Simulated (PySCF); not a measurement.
## Ionisation energy of As⁺ by level of theory

As⁺ [Ar] 3d10 4s2 4p2 (3P) → As²⁺ [Ar] 3d10 4s2 4p1 (2P), as a difference of total energies. All numbers are calculated (PySCF 2.14, a scalar-relativistic core potential, in cc-pVDZ-PP with ECP10MDF). Correlated levels: valence: 3s2 3p6 3d10 frozen. The calculations carry no spin-orbit coupling.

```tsv
method	ionisation energy (eV)
UHF	17.975
TPSS	18.472
r2SCAN	18.682
MP2 (valence)	18.237
SCS-MP2 (valence)	18.173
CCSD (valence)	18.263
CCSD(T) (valence)	18.269
```

How much does correlation contribute at CCSD(T) (valence)?

18.269 − (17.975) = 0.294 eV, measured against UHF.

The reference lies between the lowest fine-structure levels, while these numbers refer to the centres of the terms.

Errors of the correlated levels include the incompleteness of this basis and the frozen core.

For comparison: 18.589 eV (measured; NIST Atomic Spectra Database, ionization energies).
